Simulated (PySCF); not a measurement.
Compound: C4H12Si.
SMILES with atom numbers: `[CH3:1][CH2:2][CH2:3][SiH2:4][CH3:5]` (hydrogens: H6, H7, H8 on C1; H9, H10 on C2; H11, H12 on C3; H13, H14 on Si4; H15, H16, H17 on C5)

The same species was optimised twice, with GFN2-xTB and with PBE0-D3(BJ)/def2-SVP (PySCF), and the same property calculations (PySCF, gas phase) were run on both structures.

```tsv
coordinate	GFN2-xTB	PBE0-D3(BJ)/def2-SVP	change
Si4–H13 (Å)	1.470	1.500	+0.030
Si4–H14 (Å)	1.470	1.499	+0.029
C3–Si4 (Å)	1.905	1.887	-0.018
Si4–C5 (Å)	1.899	1.882	-0.017
C5–H17 (Å)	1.087	1.101	+0.014
C5–H16 (Å)	1.086	1.101	+0.015
C5–H15 (Å)	1.087	1.101	+0.014
C1–H6 (Å)	1.088	1.102	+0.014
C1–H8 (Å)	1.088	1.102	+0.014
C3–H11 (Å)	1.092	1.106	+0.014
C3–H12 (Å)	1.092	1.105	+0.013
C1–H7 (Å)	1.088	1.101	+0.013
C2–H10 (Å)	1.092	1.104	+0.012
C2–H9 (Å)	1.092	1.104	+0.012
C1–C2 (Å)	1.525	1.522	-0.003
C2–C3 (Å)	1.526	1.528	+0.002
H9–C2–H10 (°)	107.6	105.5	-2.1
Si4–C3–H11 (°)	110.0	108.0	-2.0
H13–Si4–H14 (°)	109.4	107.6	-1.8
C1–C2–C3 (°)	111.9	113.5	+1.6
C2–C3–H12 (°)	108.6	110.0	+1.4
C2–C3–H11 (°)	108.8	110.1	+1.3
Si4–C3–H12 (°)	109.1	107.9	-1.2
C3–Si4–C5 (°)	110.6	111.6	+1.0
C1–C2–C3–Si4 (°)	-179	179	-2
C2–C3–Si4–C5 (°)	-63	-61	+2
```

Rotational constants: A = 7955, B = 1695, C = 1524 MHz (GFN2-xTB) against A = 7955, B = 1692, C = 1522 MHz (PBE0-D3(BJ)/def2-SVP). Point groups within 0.08 Å: C1 and C1.

On the GFN2-xTB structure: HOMO (eV) -8.21 [PBE0/pcSseg-1]; LUMO (eV) 1.29 [PBE0/pcSseg-1]; dipole (D) 0.62 [PBE0/pcSseg-1]; GIAO shielding of C1 (ppm) 165.5 [PBE0/pcSseg-1]; GIAO shielding of C2 (ppm) 164.0 [PBE0/pcSseg-1]; GIAO shielding of C3 (ppm) 169.1 [PBE0/pcSseg-1]; GIAO shielding of Si4 (ppm) 391.6 [PBE0/pcSseg-1]; GIAO shielding of C5 (ppm) 195.2 [PBE0/pcSseg-1].

**Question.** What do these properties become on the PBE0-D3(BJ)/def2-SVP structure?

**Answer.** 
```tsv
property	level	on GFN2-xTB	on PBE0-D3(BJ)/def2-SVP	change
HOMO (eV)	PBE0/pcSseg-1	-8.21	-8.30	-0.09
LUMO (eV)	PBE0/pcSseg-1	1.29	1.23	-0.06
dipole (D)	PBE0/pcSseg-1	0.62	0.77	+0.15
energy, GFN2-xTB geometry as zero (kcal/mol)	PBE0/pcSseg-1	0.0	-0.9	-0.9
GIAO shielding of C1 (ppm)	PBE0/pcSseg-1	165.5	163.9	-1.6
GIAO shielding of C2 (ppm)	PBE0/pcSseg-1	164.0	163.0	-1.0
GIAO shielding of C3 (ppm)	PBE0/pcSseg-1	169.1	168.7	-0.4
GIAO shielding of Si4 (ppm)	PBE0/pcSseg-1	391.6	388.6	-3.0
GIAO shielding of C5 (ppm)	PBE0/pcSseg-1	195.2	192.5	-2.7
```

The heavy atoms differ by 0.018 Å rms after alignment. Among all bonds Si4–H13 and Si4–H14 change most and about equally (+0.029 to +0.030 Å). Changes are differences of the printed values. Neither structure is proved a minimum here.

Shape of the structure used: `[CH3:1][CH2:2][CH2:3][SiH2:4][CH3:5]`: C1–C2–C3–Si4 179°, C2–C3–Si4–C5 -61°.
